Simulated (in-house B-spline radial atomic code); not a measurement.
Binding energies in Ho²⁺

NIST's tabulated ground configuration is [Xe] 4f11; each binding energy is the energy of the ion with one electron taken from that subshell, relaxed, less that of the parent. Method: Dirac-Kohn-Sham B3LYP, spherical fractional occupations, Fermi nucleus of rms radius 5.2022 fm. Calculated with a radial B-spline atomic code at the basis-set limit. Energies include first-order Breit, QED and recoil terms.

Caution: exact exchange at fractional occupations of open shells leaves self-interaction of up to several eV.

| subshell | X-ray name | binding energy (eV) | -ε (eV) | relaxation (eV) |
| --- | --- | --- | --- | --- |
| 1s | K | 55756.7 | 55544.8 | -434.4 |
| 2s | L1 | 9368.6 | 9324.2 | -73.4 |
| 2p1/2 | L2 | 8939.6 | 8872.4 | -95.1 |
| 2p3/2 | L3 | 8087.3 | 8014.9 | -90.8 |
| 3s | M1 | 2117.9 | 2104.6 | -19.0 |
| 3p1/2 | M2 | 1922 | 1906.7 | -20.5 |
| 3p3/2 | M3 | 1744.8 | 1726.9 | -21.1 |
| 3d3/2 | M4 | 1411.9 | 1388.1 | -25.7 |
| 3d5/2 | M5 | 1373.7 | 1348.9 | -26.0 |
| 4s | N1 | 439.7 | 432.5 | -8.4 |
| 4p1/2 | N2 | 361 | 353.6 | -8.4 |
| 4p3/2 | N3 | 321.8 | 313.2 | -9.2 |
| 4d3/2 | N4 | 191.8 | 183.0 | -9.0 |
| 4d5/2 | N5 | 184.9 | 175.6 | -9.3 |
| 5s | O1 | 73.44 | 67.16 | -6.46 |
| 5p1/2 | O2 | 51.24 | 45.31 | -6.05 |
| 5p3/2 | O3 | 46.28 | 40.16 | -6.19 |
| 4f | N6,7 | 27.21 | 18.52 | -8.58 |

Relaxation = -ε minus the binding energy without Breit, QED and recoil terms. With a density functional, K lines can miss by some tenths of a per cent, more in light atoms. For a density functional the relaxation so defined is negative, because -ε of a Kohn-Sham level is smaller than the binding energy.

Emission lines follow as differences of binding energies, with λ = 12398.42 eV·Å / E:

| line | holes | energy (eV) | wavelength (Å) |
| --- | --- | --- | --- |
| K-L3 | 1s → 2p3/2 | 47669.4 | 0.26009 |
| K-L2 | 1s → 2p1/2 | 46817.1 | 0.26483 |
| K-M3 | 1s → 3p3/2 | 54011.9 | 0.22955 |
| L3-M5 | 2p3/2 → 3d5/2 | 6713.6 | 1.8468 |
| L2-M4 | 2p1/2 → 3d3/2 | 7527.7 | 1.647 |
| L1-M3 | 2s → 3p3/2 | 7623.8 | 1.6263 |
| L3-M1 | 2p3/2 → 3s | 5969.4 | 2.077 |
| L2-N4 | 2p1/2 → 4d3/2 | 8747.8 | 1.4173 |

Task: What screening constant σ does Moseley's law, E = (3/4)·13.6057 eV·(Z - σ)², need for K-L3?

Result: σ = -1.35.

Moseley's non-relativistic formula needs a falling, then negative, screening constant for heavy elements, because relativity binds the 1s electron more strongly than the formula allows.
